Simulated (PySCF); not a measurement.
**Radial density of Tl²⁺ (thallium, charge +2)**

UHF, [Xe] 4f14 5d9 6s1 6p1, one real determinant (an excited configuration). All numbers are calculated (PySCF 2.14, scalar relativity through the core potential, in aug-cc-pwCVDZ-PP with ECP60MDF (6s5p4d1f, 48 functions)). This is the valence pseudo-density: the core potential removes the inner electrons and smooths the orbitals near the nucleus.

```csv
r (bohr),4πr²ρ (e/bohr),4πr²(ρα − ρβ)
0.0448,1.434e-05,0.0000
0.0754,6.483e-05,0.0000
0.127,0.0004448,0.0000
0.213,0.006194,0.0004
0.359,0.2480,0.0155
0.603,7.332,0.3657
1.01,18.79,0.8992
1.71,5.777,1.2370
2.87,1.013,0.8004
4.83,0.04844,0.0480
8.12,0.0004161,0.0004
13.7,1.860e-05,0.0000
```

⟨L²⟩ = 8.03 against 12 for a pure F term, so this real determinant mixes terms. Energies and moments cover only the electrons outside the core potential. Spin-orbit coupling, absent here, splits the open shell strongly.
